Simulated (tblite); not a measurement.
C3H11AsGe.
Bonds: C1–C2, C2–C3, C3–Ge4, Ge4–As5. Hydrogens: H6, H7, H8 on C1; H9, H10 on C2; H11, H12 on C3; H13, H14 on Ge4; H15, H16 on As5.

Computed with GFN2-xTB (tblite), gas phase: nudged elastic band of 9 images (0 to 8), spring 0.2 eV/Å², climbing image at the end, force threshold 0.05 eV/Å. No saddle search or frequency run followed, so the top image need not be a first-order saddle, and its height can exceed the method's true barrier by a kcal/mol or more.

The band describes a rotation about C2–C3 (chain CH2 carbon, sp3 carbon bound to germanium), followed by the dihedral C1–C2–C3–Ge4, from the optimised start (66°) to a second optimised geometry at -179°.

**Question.** How does the energy change from image to image?

**Answer.** 
```tsv
image	dihedral (°)	E (kJ/mol)	C2–C3 (Å)	C1···Ge4 (Å)	largest true force (eV/Å)
0	66	0.00	1.523	3.39	0.01
1	79	2.17	1.525	3.56	0.05
2	93	7.20	1.529	3.74	0.06
3	107	12.36	1.533	3.91	0.06
4	122	14.70	1.535	4.06	0.03
5	137	12.91	1.534	4.17	0.04
6	151	8.43	1.529	4.25	0.05
7	166	3.98	1.525	4.30	0.05
8	-179	1.66	1.523	4.32	0.01
```

Barriers of this band. The top is image 4 at 122°: 14.70 kJ/mol forward and 13.04 kJ/mol back; the end lies 1.66 kJ/mol above the start. The central bond is 0.012 Å longer at the top than at the start.

**Question.** What rate follows at 250 K for crossing this barrier forward?

**Answer.** Taking the electronic barrier for the free energy of activation (no zero-point or entropy terms, transmission 1), rate = (kT/h)·exp(−ΔE/kT) ≈ 4 × 10^9 s⁻¹, whose inverse is 2 × 10^-10 s. An error of 1 kcal/mol in the barrier changes this by a factor of 7, and the method and the loose band can each miss by that much or more.

**Question.** How would the two end points share their population at 250 K, from these energies alone?

**Answer.** exp(−ΔE/kT) with ΔE = 0.017 eV gives 0.45 for the higher one (end) against 1 for the lower, without vibrational, rotational or degeneracy terms. GFN2-xTB can put conformers this close in the wrong order.

**Question.** How long is the path, and how are the images spaced?

**Answer.** Cartesian distances between aligned neighbours (all atoms, Å): 0.75, 0.76, 0.75, 0.74, 0.72, 0.71, 0.73, 0.83; the sum is 6.00 Å, and the top lies 50 % of the way along.

What follows is the cost of the whole band run. Cost: about 9 s of CPU time on one thread; the machine was shared, so the figure is rough.
